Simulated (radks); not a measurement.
Values are calculated unless marked as measured or tabulated.
Excited configurations of As IV: one electron is placed in a higher orbital outside [Ar] 3d10 4s1. The ground configuration is [Ar] 3d10 4s2. Level of theory: scalar-relativistic Kohn-Sham, PBE, spin-polarised, spherical densities, finite nucleus; open shells are filled with parallel spins first; Fermi nuclear charge, rms radius 4.0968 fm (a radial shooting solver on a logarithmic mesh with Libxc functionals). Excitation = E - E(ground); binding = E(ion) - E, where the ion is the core of charge +4; n* = 4/sqrt(2 binding) in atomic units, and the quantum defect is n - n*.

| outer orbital | excitation (eV) | binding (eV) | n* | quantum defect | eigenvalue (eV) | <r> (bohr) |
|---|---|---|---|---|---|---|
| 4d | 25.925 | 24.310 | 2.992 | 1.008 | -20.608 | 2.729 |
| 4f | 35.838 | 14.397 | 3.889 | 0.111 | -12.118 | 4.162 |
| 5p | 30.949 | 19.286 | 3.360 | 1.640 | -17.156 | 4.160 |
| 5d | 36.351 | 13.884 | 3.960 | 1.040 | -12.247 | 5.357 |
| 6p | 38.569 | 11.666 | 4.320 | 1.680 | -10.406 | 7.009 |
| 6d | 41.238 | 8.997 | 4.919 | 1.081 | -8.034 | 8.637 |
| 6f | 43.516 | 6.718 | 5.692 | 0.308 | -5.967 | 11.03 |
| 7s | 41.486 | 8.749 | 4.988 | 2.012 | -7.898 | 9.634 |
| 7d | 43.906 | 6.329 | 5.865 | 1.135 | -5.682 | 12.62 |
| 7f | 45.278 | 4.957 | 6.627 | 0.373 | -4.452 | 15.53 |

Estimate the row for 6s.

Answer. excitation (eV) 36.862; binding (eV) 13.373; n* 4.035; quantum defect 1.965; eigenvalue (eV) -11.975; <r> (bohr) 6.311. The Delta-SCF ionisation energy is 50.235 eV (NIST Atomic Spectra Database: 50.2 eV, measured). Self-interaction in the functional shifts the binding energies and quantum defects, so they are the method's values and not measured ones.
